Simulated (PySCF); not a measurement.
# RuSCl₂, triplet: data card

Level of theory: UPBE0 in PySCF with Ru def2-SVP with ECP28, S def2-SVP, Cl def2-SVP; scalar-relativistic core potentials, no spin–orbit coupling; density-fitted integrals.

The structure is a minimum.

| Quantity | Value |
| --- | --- |
| Point group | C2v |
| Bond lengths | Ru–Cl 2.201 Å (×2), Ru–S 2.033 Å |
| Bond angles | Cl–Ru–Cl 131.9°, Cl–Ru–S 114.1° (×2) |
| Rotational constants | 0.08949, 0.05965, 0.03579 cm⁻¹ |
| Rotational symmetry number | 2 |
| Enthalpy at 298.15 K above 0 K | 17.62 kJ/mol |
| Atomisation energy without zero-point energy | 1018 kJ/mol |
| Principal polarisabilities | 42.5, 84.7, 90.2 bohr³ |
| Principal quadrupole moments (Buckingham, traceless) about the centre of mass | -2.06, -1.62, 3.68 D Å |
| Spin squared ⟨S²⟩ | 2.029 |
| Highest occupied level (α) | -7.49 eV |
| Lowest empty level (α) | -4.60 eV |
| Entropy at 298.15 K and 1 bar (electronic part: spin only) | 350.2 J/(mol K) |
| Dipole moment | 0.69 D |
| Zero-point energy | 10.3 kJ/mol |
| Heat capacity Cp at 298.15 K | 74.2 J/(mol K) |

Harmonic modes (masses in u: Ru 101.904, S 31.972, Cl 34.969):
| symmetry | ω (cm⁻¹) | IR (km/mol) | μ (u) | type |
| --- | --- | --- | --- | --- |
| b1 | 74 | 1.0 | 51.00 | bend |
| a1 | 105 | 0.0 | 39.46 | bend |
| b2 | 143 | 1.0 | 35.68 | bend |
| a1 | 378 | 17.3 | 36.12 | stretch |
| b2 | 443 | 72.5 | 46.96 | stretch |
| a1 | 582 | 31.0 | 39.01 | stretch |

In C2v the vibrations span b1 + 3a1 + 2b2. Here b1 is antisymmetric to the molecular plane and b2 lies in it.

Charges (e):
| atom | Mulliken | Löwdin | polar tensor | spin (Mulliken) | Mayer order to Ru1 |
| --- | --- | --- | --- | --- | --- |
| Ru1 | 0.24 | -0.82 | 1.03 | 1.57 | – |
| S2 | 0.06 | 0.43 | -0.21 | 0.24 | 2.15 |
| Cl3,4 | -0.15 | 0.20 | -0.41 | 0.09 | 1.16 |

Mulliken populations on Ru1 (electrons outside its core potential): s 2.53, p 6.51, d 6.71, f 0.01.

Outer orbital energies (eV). α occupied: -11.41, -10.27, -10.08, -10.00, -8.98, -8.32, -8.09, -7.49; empty: -4.60, -4.07, 0.39, 0.73. β occupied: -11.41, -10.27, -10.21, -9.94, -9.94, -9.28, -8.99, -7.53; empty: -4.08, -4.04, -3.89, -3.53.

Formally Ru is in oxidation state +4, d4, with 2 unpaired electrons (the high-spin count would be 4). The Mulliken spin on Ru is 1.57. The polar-tensor charge on Ru, 1.03, is far below the formal one.

Only a few start shapes were tried, so a lower isomer may exist. With open d or f shells other occupations or spin states may lie lower.

The final relaxation and frequency run took 69 s on 2 threads of a shared Arm Neoverse V2 host, with 85 basis functions and 13 gradients; the process peaked at 1 GiB.
